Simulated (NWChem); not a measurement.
System: CH3FO2Si; SMILES O=C[Si@@H](O)F

Results from NWChem. Pople sets run with spherical d functions. B3LYP is NWChem's, with the RPA form of VWN correlation. Each level has its own optimisation; frequencies are unscaled. One conformer.

```csv
level,r C–O (Å),r C–Si (Å),r C–H (Å),r O–Si (Å),highest harmonic frequency (cm⁻¹),lowest (cm⁻¹),zero-point energy (kcal/mol),dipole (D)
B3LYP/6-31G*,1.222,1.929,1.114,1.641,3697,96,28.4,1.68
B3LYP/3-21G,1.245,1.939,1.104,1.675,3460,126,28.3,2.36
PBE-D3(BJ)/def2-SVP,1.225,1.943,1.133,1.657,3591,96,27.4,1.72
```
